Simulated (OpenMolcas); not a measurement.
## Rh4+ in a point-charge field

Rh4+ among 3 point charges of -1 e arranged as a planar triangle (D3h), 1.78 Å from the ion.

```
Program             : OpenMolcas
Method              : SS-CASPT2, IPEA 0.25 Eh, imaginary shift 0.1 Eh (closed shells correlated: 4s 4p)
Basis               : ANO-RCC-VDZP [6s5p3d1f]
Scalar Hamiltonian  : DKH2, point nucleus
Active space        : 5 electrons in 5 orbitals (4d)
State averaging     : 2S+1 = 6 even, 1 root; 2S+1 = 4 even, 24 roots; 2S+1 = 2 even, 75 roots
Spin-orbit coupling : state interaction with AMFI integrals over the reference wave functions
```

The lowest spin-free states (labels of D3, the rotations of D3h), above the lowest:

| State | Degeneracy | E (cm-1) | Free-ion L (%) |
| --- | --- | --- | --- |
| 6A1 | 1 | 0 | S (100) |
| 4A2 | 1 | 25460 | G (89) |
| 4A1 | 1 | 25460 | G (89) |
| 4E | 2 | 26180 | G (86) |
| 4E | 2 | 26620 | G (64) |
| 4A1 | 1 | 28120 | G (100) |
| 4E | 2 | 28260 | G (100) |
| 4E | 2 | 28860 | G (34) |
| 4E | 2 | 31620 | D (83) |
| 4A2 | 1 | 31700 | P (100) |
| 4A1 | 1 | 33750 | D (100) |
| 4E | 2 | 36100 | P (48) |
| 2E | 2 | 39490 | I (93) |
| 2E | 2 | 39550 | I (86) |
| 2A1 | 1 | 39550 | I (93) |
| 2A1 | 1 | 39600 | I (86) |
| 2A2 | 1 | 39600 | I (86) |
| 2E | 2 | 40190 | I (88) |
| 2S+1 = 2 | 2 | 40960 | I (100) |
| 2E | 2 | 41180 | I (99) |

The lowest levels with spin-orbit coupling:

```csv
E (cm-1),Degeneracy,Label,2S+1,g
0,2,E1/2,6,2.00 5.99 5.99
6,2,E3/2,6,0.00 0.00 5.99
18,2,E1/2,6,0.00 0.00 9.99
24540,2,E3/2,4,0.00 0.00 0.41
24730,2,E1/2,4,0.19 3.27 3.27
25030,2,E1/2,4,0.08 0.08 4.22
25070,2,E1/2,4,2.55 3.36 3.36
25480,2,E1/2,4,0.08 0.08 8.04
25780,2,E3/2,4,0.00 0.00 1.97
25990,2,E3/2,4,0.00 0.00 11.89
26360,2,E1/2,4,0.18 1.12 1.12
26490,2,E1/2,4,0.00 0.00 5.88
26860,2,E3/2,4,0.00 0.00 3.87
27060,2,E1/2,4,0.00 0.00 9.89
27400,2,E1/2,4,0.01 0.01 7.81
27970,2,E1/2,4,0.02 0.02 2.27
27990,2,E1/2,4,1.38 3.99 3.99
28050,2,E1/2,4,2.62 2.77 2.77
28180,2,E3/2,4,0.00 0.00 5.89
28240,2,E1/2,4,1.69 5.56 5.56
```

Powder χT (cm3 K/mol): 3.23 at 2 K, 4.17 at 10 K, 4.35 at 50 K, 4.36 at 100 K, 4.36 at 200 K, 4.36 at 300 K. The effective moment at 300 K is 2.828 √(χT) = 5.91 μB.

The lowest level has 2S+1 = 6, for which the spin-only value is χT = S(S+1) / 2 = 4.375 cm3 K/mol (g = 2). The computed 4.363 at 300 K differs by -0.012, through a little spin-orbit mixing out of the ground term, against the free-electron g of 2.0023, which raises it.

Roots that are degenerate in the reference are averaged as groups; the widest CASPT2 spread within a group is 35 cm-1 (the 2-fold group of multiplicity 4 near 50800 cm-1 above the lowest state of its run). Shifts and gaps below about the spread of the groups concerned are not significant. Point charges give a weaker field than real ligands, and real ions of this kind are as a rule low spin; the high spin found here belongs to the model. Free-ion shares, where given, are those of the reference states; single-state CASPT2 does not remix them. This is an electrostatic model: the charges have no orbitals. No measured value stands beside these numbers.

A state without a sure symmetry label is named by its multiplicity alone.
